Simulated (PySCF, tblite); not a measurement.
Rigid-rotor lines calculated for a species of formula C5H9FS3Si (commonest isotopes; PBE0/pcSseg-1 in PySCF (dipole) on a GFN2-xTB geometry, gas phase), labelled J(Ka,Kc):

| transition | MHz |
| --- | --- |
| 2(1,2) ← 1(1,1) | 1570.7 |
| 1(0,1) ← 0(0,0) | 811.2 |
| 2(0,2) ← 1(0,1) | 1620.3 |
| 1(1,1) ← 0(0,0) | 1701.9 |
| 2(1,1) ← 1(1,0) | 1674.3 |

(1) Find the rotational constants.

(2) What moments of inertia, asymmetry and inertial defect follow?

(3) Which dipole components do these lines need?

(4) Where do these fall, and of which type are they? 3(2,2) ← 2(2,1); 3(3,1) ← 3(2,2); 4(1,3) ← 3(2,2); 2(2,0) ← 2(1,1); 3(3,1) ← 2(2,0); 4(1,3) ← 4(0,4); 3(2,2) ← 3(1,2); 3(0,3) ← 2(0,2); 4(3,2) ← 3(3,1); 4(3,2) ← 4(2,3); 3(2,1) ← 2(1,2); 3(1,2) ← 3(1,3); 4(3,2) ← 4(2,2); 2(2,1) ← 2(1,1); 4(2,3) ← 3(2,2).

(5) Which structure gave them?

Answers

(1) 1(0,1) ← 0(0,0) is B + C, 2(1,1) ← 1(1,0) is 3B + C and 2(1,2) ← 1(1,1) is B + 3C, so B − C is half the difference of the last two, 51.8 MHz. 1(1,1) ← 0(0,0) is A + C. A = 1322.2, B = 431.5, C = 379.7 MHz.

(2) I = 505379 MHz·u·Å² over each constant: Ia = 382.22, Ib = 1171.15, Ic = 1330.95 u·Å²; κ = (2B − A − C)/(A − C) = -0.890 (asymmetric top); Δ = Ic − Ia − Ib = -222.42 u·Å².

(3) μa and μb (a-type: ΔKa even, ΔKc odd; b-type: both odd). The calculation gives |μa| = 0.89 D, |μb| = 0.46 D, |μc| = 0.72 D.

(4) 
```json
{"transition": "3(1,2) ← 3(1,3)", "MHz": "311", "type": "a", "branch": "Q"}
{"transition": "4(1,3) ← 3(2,2)", "MHz": "748", "type": "b", "branch": "R"}
{"transition": "4(1,3) ← 4(0,4)", "MHz": "1202", "type": "b", "branch": "Q"}
{"transition": "3(0,3) ← 2(0,2)", "MHz": "2425", "type": "a", "branch": "R"}
{"transition": "3(2,2) ← 2(2,1)", "MHz": "2434", "type": "a", "branch": "R"}
{"transition": "3(2,2) ← 3(1,2)", "MHz": "2596", "type": "c", "branch": "Q"}
{"transition": "2(2,1) ← 2(1,1)", "MHz": "2672", "type": "c", "branch": "Q"}
{"transition": "2(2,0) ← 2(1,1)", "MHz": "2674", "type": "b", "branch": "Q"}
{"transition": "4(2,3) ← 3(2,2)", "MHz": "3243", "type": "a", "branch": "R"}
{"transition": "4(3,2) ← 3(3,1)", "MHz": "3249", "type": "a", "branch": "R"}
{"transition": "4(3,2) ← 4(2,2)", "MHz": "4558", "type": "c", "branch": "Q"}
{"transition": "3(3,1) ← 3(2,2)", "MHz": "4584", "type": "b", "branch": "Q"}
{"transition": "4(3,2) ← 4(2,3)", "MHz": "4590", "type": "b", "branch": "Q"}
{"transition": "3(2,1) ← 2(1,2)", "MHz": "5272", "type": "b", "branch": "R"}
{"transition": "3(3,1) ← 2(2,0)", "MHz": "7016", "type": "b", "branch": "R"}
```

(5) `CS/C(=C\F)[SiH]1SCCS1`, point group C1. Three constants can't fix a structure by themselves; this is the one that was computed:
```xyz
19
C5H9FS3Si angstrom
C      3.956    0.351    0.200
S      2.392    1.093    0.762
C      1.139    0.326   -0.193
C      1.253   -0.522   -1.209
F      2.410   -0.979   -1.725
Si    -0.545    0.862    0.441
S     -2.036    0.592   -1.074
C     -3.315    0.089    0.122
C     -2.784   -0.976    1.050
S     -1.340   -0.375    2.004
H      4.723    0.780    0.837
H      3.918   -0.725    0.332
H      4.140    0.611   -0.837
H      0.401   -0.923   -1.739
H     -0.532    2.242    0.910
H     -4.152   -0.292   -0.462
H     -3.632    0.974    0.673
H     -2.469   -1.858    0.493
H     -3.536   -1.261    1.785
```

The values belong to one conformer (point group C1) with, in the numbering `[CH3:1][S:2]/[C:3](=[CH:4]\[F:5])[SiH:6]1[S:7][CH2:8][CH2:9][S:10]1`, C1–S2–C3–C4 -6°, S2–C3–Si6–S7 158°, C3–Si6–S7–C8 143°, Si6–S7–C8–C9 -49°, S7–C8–C9–S10 60°, C8–C9–S10–Si6 -35°. Its GFN2-xTB frequencies are all real (lowest 18 cm⁻¹). No vibrational averaging or centrifugal distortion is included, and the geometry carries the error of its method. A rigid rotor knows nothing of internal rotation, which can split or shift real lines.

Time: 71 s wall (grids of density and orbitals included); peak memory 1.1 GiB. Hardware: one thread, Arm Neoverse V2 (aarch64), shared host with 96 logical CPUs at a one-minute load of 31. This is the PBE0/pcSseg-1 job that gave the dipole, with the shieldings it also computed.
